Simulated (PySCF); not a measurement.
# BiCl: mean field, correlation and small terms against distance

State: ³Σ⁻, triplet, unpaired electrons π ↑↑. ROHF-based CCSD(T) in PySCF 2.14 with Bi cc-pwCVDZ-PP with ECP60, Cl aug-cc-pV(D+d)Z and Bi cc-pwCVTZ-PP with ECP60, Cl aug-cc-pV(T+d)Z (frozen core orbitals: 9; scalar-relativistic core potentials). Correlation energies are extrapolated as n⁻³ (n = 2, 3), Hartree–Fock as (n+1)·exp(−9√n). All energies in eV from Bi + Cl.

| R (Å) | HF/CBS | CCSD corr. | (T) | total |
| --- | --- | --- | --- | --- |
| 2.1580 | -0.935 | -1.123 | -0.1597 | -2.218 |
| 2.2561 | -1.444 | -1.074 | -0.1623 | -2.680 |
| 2.3542 | -1.694 | -1.035 | -0.1656 | -2.895 |
| 2.4523 | -1.766 | -1.004 | -0.1695 | -2.939 |
| 2.5504 | -1.717 | -0.977 | -0.1738 | -2.868 |
| 2.6730 | -1.546 | -0.952 | -0.1799 | -2.678 |
| 2.7956 | -1.302 | -0.933 | -0.1870 | -2.422 |

A fit to the total gives Re = 2.4348 Å, De = 2.941 eV, ωe = 339.1 cm⁻¹, Be = 0.09493 cm⁻¹ (masses 208.9804 and 34.9689 u).

Question: At R = 2.4523 Å the CCSD correlation energy is -0.519797 hartree in the smaller basis and -0.701490 in the larger. Extrapolate it.

Answer: (3³·E3 − 2³·E2)/(3³ − 2³) = -0.77799 hartree; the larger basis holds 90.2 % of it.

The T1 diagnostic is 0.015. The state was picked by a PBE0 search and need not be the measured ground state. Spin–orbit coupling, excitations beyond (T) and corrections to the Born–Oppenheimer picture are left out, and spin–orbit coupling matters for open p, d or f shells this heavy.
